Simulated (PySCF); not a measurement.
## Spinor energies of Ga¹⁴⁺ (gallium, charge +14)

Start: [Ne] 3s2 3p5; 3p1/2 filled at m_j = -1/2, +1/2; 3p3/2 filled at m_j = -1/2, +1/2, +3/2. Calculated with PySCF 2.14 in an uncontracted even-tempered set (19 s from 1.2 bohr⁻², ratio 2.4; 14 p from 1.5 bohr⁻², ratio 2.4; 5 d from 8.1 bohr⁻², ratio 2.6; 4 f from 12 bohr⁻², ratio 2.6): generalised Hartree-Fock with the X2C-1e Hamiltonian and a Gaussian nucleus; one run each with spin-orbit coupling (SO) switched off, then screened by Boettger's factors.

| spinor shell | electrons | ε, spin-free (eV) | ε, screened SO (eV) | weight of nominal j (screened SO) | rms radius, screened SO (bohr) |
| --- | --- | --- | --- | --- | --- |
| 1s1/2 | 2 | -10913.3 | -10912.9 | 1.000 | 0.0560 |
| 2s1/2 | 2 | -1812.9 | -1812.7 | 1.000 | 0.234 |
| 2p1/2 | 2 | -1635.0 | -1654.8 | 0.999 | 0.206 |
| 2p3/2 | 4 | -1635.0 | -1625.2 | 1.000 | 0.210 |
| 3s1/2 | 2 | -570.52 | -570.45 | 1.000 | 0.610 |
| 3p1/2 | 2 | -511.90 | -515.59 | 0.927 | 0.608 |
| 3p3/2 | 3 | -511.90 | -510.00 | 0.951 | 0.613 |

| quantity | spin-free | screened SO |
| --- | --- | --- |
| E (hartree) | -1850.42400 | -1850.55465 |
| M_J | 3/2 | 3/2 |
| ⟨J²⟩ | 3.752 | 3.752 |
| ⟨L²⟩ | 2.001 | 2.003 |
| ⟨S²⟩ | 0.750 | 0.752 |

Each row is a mean over spinors that exchange with the open shell spreads, by up to 9.511 eV (3s1/2).

Without spin-orbit coupling the j labels of p, d and f shells carry no meaning; the spin-free column gives the mean over the occupied spinors of each nl shell.
